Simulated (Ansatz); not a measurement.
Gas-phase reaction in SMILES: [F][Sc]([F])[F] -> [F][Sc][F] as doublet, charge 0 + F atom (the F-Sc bond at the site shown breaks; other sites are not compared here)
Structures are relaxed separately at B3LYP-D3(BJ)/def2-TZVP in Ansatz (a program for electronic structure). [F][Sc][F] as doublet, charge 0: The spin state was set by rule; other spins were not relaxed. A spin state is the lowest found, not a proven ground state.
Geometry of the first species:
```
Sc
F 1 1.8481
F 1 1.8481 2 120.00
F 1 1.8481 2 120.00 3 180.00
```
Charge 0, spin multiplicity 1.

Quantity: bond dissociation energy (electronic energy difference), in eV. Valence correlation only, unless marked. UHF or UKS for open shells. No spin-orbit coupling. The frozen core is the preceding noble-gas configuration, with the filled d and f shells of earlier blocks. Non-relativistic. CBS marks a two-point X^-3 extrapolation of the correlation energy; Hartree-Fock from the larger set. [CCSD(T)-MP2]/basis is that difference in the basis named.

```csv
level,program,bond dissociation energy (eV)
r2SCAN/def2-TZVPD,Ansatz,6.83
PBE0-D3(BJ)/def2-TZVPD,Ansatz + dftd3,6.69
BHLYP-D3(BJ)/def2-TZVPD,Ansatz + dftd3,6.42
BHLYP/def2-TZVPD,Ansatz,6.39
```

What does RI-MP2/CBS(def2-TZVPPD,def2-QZVPPD)+[CCSD(T)-MP2]/def2-TZVPPD (Ansatz) give?

7.00 eV, so BHLYP/def2-TZVPD differs from it by -0.61 eV.
